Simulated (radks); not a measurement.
Results of a calculation; reference values are marked as such.
Task: The molybdenum ion Mo2+ is in [Kr] 4d4. Level of theory: scalar-relativistic Kohn-Sham, LDA (Slater exchange, Perdew-Wang correlation), spin-polarised, spherical densities, finite nucleus; Fermi nuclear charge, rms radius of each element as measured or else 0.836 A^(1/3) + 0.57 fm (a radial shooting solver on a logarithmic mesh with Libxc functionals). Open shells are filled with parallel spins first. One electron is removed from 3d, 4d, 4s, 4p in turn, with full relaxation. Which removal costs least, and what does each cost?

Result: 4d 27.911 eV; 4p 62.160 eV; 4s 88.673 eV; 3d 256.20 eV. The 4d electron leaves first.
